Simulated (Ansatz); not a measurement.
Geometry optimisation, Ansatz, UKS B3LYP/def2-SVP.

The input (input.yaml):

```yaml
crystal:
  periodic: [false, false, false]
  atoms:
    - { symbol: Si, position_ang: [-0.02921, 1.08349, -0.79517] }
    - { symbol: "N", position_ang: [0.87782, -0.00044, 0.10773] }
    - { symbol: C, position_ang: [0.41289, -0.8389, 1.00685] }
    - { symbol: Mg, position_ang: [-1.00506, -2.09701, -0.15694] }
    - { symbol: H, position_ang: [0.89625, 1.78247, -1.67596] }
    - { symbol: H, position_ang: [-0.93903, 2.02514, -0.11148] }
    - { symbol: H, position_ang: [-0.99604, 0.09523, -1.54907] }
    - { symbol: H, position_ang: [-0.36091, -0.5159, 1.73599] }
    - { symbol: H, position_ang: [1.84449, -0.35315, 0.25855] }
magnetization:
  spin_polarized: true
basis:
  gaussian: { orbitals: def2-SVP }
hamiltonian:
  xc: b3lyp
relax:
  f_tol: 0.02
  max_steps: 50
```

Launched with:

```bash
$ ansatz run input.yaml --threads 2 --pin off --max-ram 3072MiB --backend cpu --events-out ev --progress --plain --runs-dir out
```

Q: Where does it end, and by what steps?

A: It converged. After 13 steps the energy has fallen by 1.735 eV; Mg4 moved furthest, 1.67 Å.

```tsv
step	energy less start (eV)	largest force component (eV/Å)	accepted
0	0.0000	3.424	yes
1	-0.8515	2.017	yes
2	-1.3390	1.698	yes
3	-1.4893	0.891	yes
4	-1.5772	0.437	yes
5	-1.6309	0.197	yes
6	-1.6752	0.221	yes
7	-1.7064	0.091	yes
8	-1.7238	0.071	yes
9	-1.7272	0.077	yes
10	-1.7330	0.114	yes
11	-1.7345	0.107	yes
12	-1.7348	0.027	yes
13	-1.7350	0.019	yes
```

```xyz
9
Properties=species:S:1:pos:R:3
Si 0.022 1.276 -0.838
N 0.672 -0.152 0.013
C 0.063 -0.880 0.975
Mg -0.296 -3.150 0.921
H 1.173 1.959 -1.491
H -0.628 2.157 0.168
H -0.981 0.867 -1.863
H -0.911 -0.398 1.223
H 1.586 -0.500 -0.285
```

Whether the end is a true minimum wasn't checked by a vibrational analysis.

Time of the run: 79 s on 2 threads of Intel(R) Xeon(R) Platinum 8375C CPU @ 2.90GHz (Ice Lake) (shared host), peak memory 0.3 GiB.
